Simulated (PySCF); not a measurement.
# Excitation energy of Ta²⁺ by level of theory

Ta²⁺ [Xe] 4f14 5d3 (4F) → Ta²⁺ [Xe] 4f14 5d2 6p1 (high-spin determinant), as a difference of total energies. Computed with PySCF 2.14 in aug-cc-pwCVTZ-PP with ECP60MDF (8s8p7d4f3g, 122 functions), with scalar relativity through the core potential. Correlated levels: valence: 5s2 5p6 frozen; valence and next inner shell: nothing frozen outside the core potential. The calculations carry no spin-orbit coupling.

```json
{"method": "UHF", "excitation energy (cm⁻¹)": "54142"}
{"method": "LDA", "excitation energy (cm⁻¹)": "54725"}
{"method": "PBE", "excitation energy (cm⁻¹)": "54664"}
{"method": "PBE0", "excitation energy (cm⁻¹)": "55721"}
{"method": "r2SCAN", "excitation energy (cm⁻¹)": "55614"}
{"method": "B97-3", "excitation energy (cm⁻¹)": "55273"}
{"method": "B2PLYP", "excitation energy (cm⁻¹)": "55071"}
{"method": "LC-wPBE", "excitation energy (cm⁻¹)": "57056"}
{"method": "MP2 (valence)", "excitation energy (cm⁻¹)": "54874"}
{"method": "SCS-MP2 (valence)", "excitation energy (cm⁻¹)": "54386"}
{"method": "MP2 (valence and next inner shell)", "excitation energy (cm⁻¹)": "55746"}
{"method": "SCS-MP2 (valence and next inner shell)", "excitation energy (cm⁻¹)": "55443"}
```

The determinant of the upper state mixes LS terms, which raises its energy above the lowest term, most at the Hartree-Fock and MP2 levels.
